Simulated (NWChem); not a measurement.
System: C$_{2}$H$_{4}$OS; SMILES O=CCS

NWChem input:

```
start job
memory heap 200 mb stack 900 mb global 1100 mb
geometry units angstroms noautosym nocenter noautoz
  O     -0.394336     2.120983    -0.134618
  C     -0.230362     1.031593     0.338604
  C      0.859514     0.078115    -0.086036
  S      0.179608    -1.545274    -0.550905
  H     -0.905109     0.634205     1.142713
  H      1.604808    -0.036190     0.717810
  H      1.365901     0.487495    -0.971805
  H     -0.041095    -1.991096     0.704981
end
basis spherical
  O library 6-31g*
  C library 6-31g*
  S library 6-31g*
  H library 6-31g*
end
dft
  xc hfexch
  iterations 150
  mulliken
end
task dft energy
esp
  recalculate
  probe 0.07
  range 0.3
  factor 1.0
  spacing 0.02
end
task esp
```

Structure relaxed at the PBE0/def2-SVP level.

Atomic charges in e: unrestrained fits to the electrostatic potential beside Mulliken populations; buried atoms are poorly determined by the fit.

Atoms are numbered as in the input.

Problem. Predict the main results of this run. (Hartree-Fock/6-31G* (spherical d).) Quantities: ESP O1; Mulliken O1; ESP C2; Mulliken C2; ESP C3; Mulliken C3; ESP S4; Mulliken S4; relative RMS misfit of the potential (%).

Solution. 
```json
{
 "ESP O1": "-0.52",
 "Mulliken O1": "-0.48",
 "ESP C2": "0.49",
 "Mulliken C2": "0.37",
 "ESP C3": "0.12",
 "Mulliken C3": "-0.60",
 "ESP S4": "-0.34",
 "Mulliken S4": "-0.02",
 "relative RMS misfit of the potential (%)": "28"
}
```
